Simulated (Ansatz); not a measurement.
`[CH3][InH][Br]`, charge 0, multiplicity 1.

Problem. Give a relaxed structure at PBE0-D4/def2-TZVP (Ansatz 0.2.0). (Best estimate.)

Solution. Ansatz gave: 
Z-matrix (Å, degrees):
```
C
In 1 2.132
H 1 1.091 2 108.7
H 1 1.089 2 111.9 3 -121.2
H 1 1.091 2 108.7 3 117.5
Br 2 2.499 1 111.4 3 -58.3
H 2 1.709 1 136.6 3 121.8
```
Point group Cs.
